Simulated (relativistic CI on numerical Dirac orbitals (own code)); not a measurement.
## One change at a time: Tm IV

Base calculation: Dirac-Coulomb-Breit CI, separate exchange-only KLI orbitals for each configuration, a model potential for QED, valence Slater integrals scaled by 0.85, P86 correlation energy added to each configuration.

Configurations in the expansion (outside the closed core [Kr] 4d10 5s2): 4f12.5p6, 4f11.5p6.5d, 4f11.5p6.6s, 4f12.5p5.5d, 4f11.5p6.6p, 4f13.5p5, 4f11.5p6.6d, 4f11.5p6.5f, 4f11.5p6.7s, 4f12.5p5.5g, 4f12.5p5.6s, 4f11.5p6.5g, 4f11.5p6.7d, 4f11.5p6.8s, 4f11.5p6.8d, 4f11.5p6.6g, 4f12.5p5.7s. Double excitations out of closed p, d and f shells are left out; levels of such configurations are missing from the list, as are those of other unlisted configurations, and high levels can miss mixing partners.

Variants: (1) self-excluded LDA correlation estimate; (2) valence Slater integrals scaled by 0.75; (3) Breit term removed; (4) QED terms removed. Shifts of the energy above 4f12.5p6 3H_6, in cm⁻¹, for the lowest level and the first level of each name with at least 55 % of one term (blank where a level changes its place among those of its configuration and J or its character, or is not in the variant):

| Level | Base | Δ(1) | Δ(2) | Δ(3) | Δ(4) | Measured |
| --- | --- | --- | --- | --- | --- | --- |
| 4f12.5p6 3H_6 | 0.0 | 0.0 | 0.0 | 0.0 | 0.0 | 0.0 |
| 4f12.5p6 3F_4 | 5729.2 | -1.3 | -694.4 | -189.1 | +2.3 | 5634.0 |
| 4f12.5p6 3H_5 | 7952.3 | +1.9 | -23.1 | +419.9 | -36.5 | 8216.7 |
| 4f12.5p6 3H_4 | 12310.4 | +1.7 | -389.4 | +449.6 | -42.3 | 12547.2 |
| 4f12.5p6 3F_3 | 14753.6 | +1.1 | -795.7 | +279.2 | -36.4 | 14410.4 |
| 4f12.5p6 3F_2 | 15691.4 | +0.1 | -1204.0 | +63.5 | -25.6 | 15089.6 |
| 4f12.5p6 1I_6 | 35435.4 | -1.6 | -3319.9 | +533.8 | -32.8 | 35329.3 |
| 4f12.5p6 3P_0 | 38531.6 | -0.7 | -3909.3 | -62.4 | -23.3 |  |
| 4f12.5p6 3P_1 | 39434.1 | +0.1 | -3674.8 | +110.8 | -36.4 |  |
| 4f12.5p6 3P_2 | 40364.8 | +0.9 | -3318.7 | +524.6 | -54.3 | 38532.5 |
| 4f11.5p6.5d 5G°_6 | 55635.4 | +172.0 | +2841.5 | -924.1 | -132.6 |  |
| 4f11.5p6.5d 5H°_7 | 56694.8 | +172.4 | +2779.4 | -868.2 | -135.2 |  |
| 4f11.5p6.5d 5L°_10 | 59891.0 | +172.2 | +2661.7 | -709.6 | -145.3 |  |
| 4f11.5p6.5d 5K°_9 | 61737.4 | +171.4 | +2469.1 | -719.7 | -145.3 |  |
| 4f11.5p6.5d 5G°_5 | 61793.5 | +172.3 | +2740.6 | -690.1 | -156.2 |  |
| 4f11.5p6.5d 5L°_9 | 68305.4 | +172.1 | +2591.4 | -367.7 | -179.5 |  |
| 4f11.5p6.5d 5K°_8 | 69846.1 | +171.7 | +2419.0 | -383.1 | -179.1 |  |
| 4f11.5p6.5d 5G°_2 | 73695.6 | +172.3 | +1876.6 | -661.9 | -181.5 |  |
| 4f11.5p6.5d 5D°_1 | 78600.7 | +172.9 | +563.7 | -1151.6 | -149.2 |  |
| 4f11.5p6.5d 5D°_0 | 78743.2 | +173.1 | +652.9 | -1110.3 | -152.4 |  |
| 4f12.5p6 1S_0 | 78823.3 | -3.1 | -7886.4 | +217.8 | -49.2 |  |

For a near-neutral ion this model can misplace configurations by up to about 10,000 cm⁻¹ (more where the count of f electrons changes) and terms by 10 to 25 % of their spread. Rates follow the energies as ν³ (E1, M1) or ν⁵ (E2), so they and the lifetimes can be off by large factors. The fine structure of a lone outer electron comes out too small, for d and f at times inverted, and misplaced configurations move strength between like terms. 7 of the 9 excited levels that our extract of the measured tables holds in this range could be paired (the sources list more); they are missed by 497 cm⁻¹ on average and 1832 at most, and levels without a partner can miss by more. Some levels of the ground configuration have no partner and can miss by 10 % or more.

Measured levels: measured levels as listed in Tchang-Brillet, Wyart, Meftah and Ait Mammar, Atoms 6, 52 (2018).

Ionisation energy from the two ground configurations alone: base 40.16 eV; self-excluded LDA correlation estimate 40.5 eV; valence Slater integrals scaled by 0.75 40.45 eV; Breit term removed 40.04 eV; QED terms removed 40.14 eV. The NIST ASD value (semi-empirical) is 42.41 eV. The gap of more than 2 % comes from missing correlation, or from a tabulated value that is itself an estimate.

LS names give the leading component of a level, which can be under half, so a name can repeat, a term be missing and a line seem to break the LS rules.
